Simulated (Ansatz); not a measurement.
Program: Ansatz. Geometries: PBE0-D4/def2-TZVP. ΔE: electronic, gas phase. CCSD(T)/CBS adds triple-zeta CCSD(T) − MP2 to the extrapolated MP2 energy (def2 sets, frozen cores). This one scheme is used for every species. DFT in def2-TZVPP. B3LYP here is the variant with VWN-RPA as its local correlation; programs differ in this. HSE06 is defined as in plane-wave codes. Each species was taken in one conformer, which may not be the lowest.

`Cl[SiH2]Cl` + `O[SiH](O)S[SiH](O)Cl` → `O[SiH](O)S[SiH2]Cl` + `O[SiH](Cl)Cl`  (redistribution)

```csv
level,ΔE (kJ/mol),difference from CCSD(T)/CBS
LDA (SPW92),-0.8,0.9
PBE-D4,-1.7,0.0
revPBE-D4,-1.1,0.6
BLYP-D4,0.0,1.7
r2SCAN-D4,-2.1,-0.4
B97M-V,-2.0,-0.3
PBE0-D4,-2.2,-0.5
B3LYP-D4,-0.7,1.0
r2SCANh-D4,-2.3,-0.6
r2SCAN0-D4,-2.5,-0.8
HSE06-D4,-2.3,-0.6
BHLYP-D4,-0.9,0.8
ωB97M-V,-2.1,-0.4
B2PLYP,-3.2,-1.5
PBE-QIDH,-3.2,-1.5
PBE,-3.7,-2.0
revPBE,-5.5,-3.8
BLYP,-4.1,-2.4
r2SCAN,-2.6,-0.9
PBE0,-4.0,-2.3
B3LYP,-3.9,-2.2
r2SCANh,-2.9,-1.2
r2SCAN0,-3.1,-1.4
HSE06,-4.0,-2.3
BHLYP,-3.7,-2.0
CAM-B3LYP,-3.3,-1.6
LC-ωPBE,-4.5,-2.8
HF/def2-SVP,-3.7,-2.0
MP2/def2-SVP,-2.1,-0.4
CCSD/def2-SVP,-2.2,-0.5
CCSD(T)/def2-SVP,-1.8,-0.1
HF/def2-TZVPP,-5.5,-3.8
MP2/def2-TZVPP,-2.2,-0.5
SCS-MP2/def2-TZVPP,-2.8,-1.1
CCSD/def2-TZVPP,-3.1,-1.4
MP2/def2-QZVPP,-1.8,-0.1
SCS-MP2/def2-QZVPP,-2.4,-0.7
HF/CBS(def2),-5.2,-3.5
MP2/CBS(def2),-1.6,0.1
CCSD/CBS(def2),-2.5,-0.8
CCSD(T)/CBS,-1.7,0
```

Largest T1 diagnostic among the species: 0.012.

The D4 term adds +3.2 kJ/mol with B3LYP and +1.8 kJ/mol with PBE0; it sums over pairs of atoms, weighted by their polarisabilities, and B3LYP, whose exchange is more repulsive, gets the larger term. In def2-TZVPP, CCSD(T) changes the Hartree–Fock value by +3.1 kJ/mol (the triples alone add +0.8 kJ/mol) and MP2 by +3.3 kJ/mol. Leaving LDA and LC-ωPBE aside and taking each functional with its dispersion term where it has one, the values spread over 3.2 kJ/mol, from PBE-QIDH to BLYP-D4.
